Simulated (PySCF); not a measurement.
Substituent effects on chemical shifts

Parent skeleton `[CH2:1]=[N:2][SiH3:3]`; one hydrogen on atom 1 is replaced by X. Hydrogens on one atom are averaged.

One computed conformer, no solvent model, equivalent nuclei averaged, non-relativistic. GFN2-xTB geometry; shieldings: GIAO PBE0/pcSseg-1; PySCF.

References, each an isolated molecule treated in the same way: TMS for ¹³C (σref 186.93), ²⁹Si (σref 349.16), ¹H (σref 31.72); NH3 for ¹⁵N (σref 267.73).

Parent (X = H): C1 172.0, N2 419.7, Si3 -58.0, H(C1) 8.73, H(Si3) 5.01 ppm. Effects are Δδ = δ(X) − δ(H), positive for deshielding.

Known members:
| X | C1 | N2 | Si3 | H(C1) | H(Si3) |
| --- | --- | --- | --- | --- | --- |
| cPr | +11.4 | -62.9 | -2.8 | -1.01 | -0.06 |
| SCH3 | +4.7 | -98.4 | -9.2 | +0.36 | +0.07 |

Four more derivatives gave (Δδ, ppm):
| compound | C1 | N2 | Si3 | H(C1) | H(Si3) |
| --- | --- | --- | --- | --- | --- |
| 1 | +13.1 | -43.3 | -3.4 | -0.08 | -0.05 |
| 2 | -9.6 | -17.1 | +3.6 | -0.43 | +0.09 |
| 3 | -20.8 | -128.7 | -5.2 | -0.96 | -0.06 |
| 4 | +6.3 | -48.2 | -17.3 | +0.02 | +0.06 |

Their substituents are CF3, CH3, OCOCH3, nPr. Which is which?

Answers

1: X = nPr (CCC/C=N/[SiH3]); 2: X = CF3 (FC(F)(F)/C=N/[SiH3]); 3: X = OCOCH3 (CC(=O)O/C=N/[SiH3]); 4: X = CH3 (C/C=N\[SiH3]).

Experimental scales use liquid or dissolved standards, which lie at an offset from isolated NH3 (liquid NH3: subtract about 20 ppm). Unscaled 15N shifts of sp2 nitrogen come out 20 to 40 ppm too high even then.
